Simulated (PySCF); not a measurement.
In(F)(SH)2 (FH2InS2), SMILES [F][In]([SH])[SH]. The structure is a stationary point at B3LYP-D3(BJ)/def2-SVP. The def2 effective core potentials stand for the cores of In; spin–orbit coupling is left out. Other conformers were not sampled.

Computed equilibrium geometry at B3LYP-D3(BJ)/def2-SVP (PySCF confirms it by a frequency run) as Cartesian coordinates in Å, and its point group (one conformer of several):
point group Cs.
```xyz
6

In     0.1876     0.0057     0.0000
F      2.1493    -0.1319     0.0000
S     -0.9552    -2.1126     0.0000
H      0.2217    -2.7851     0.0000
S     -0.7177     2.2324     0.0000
H     -1.9930     1.7742     0.0000
```
Charge 0, spin multiplicity 1.
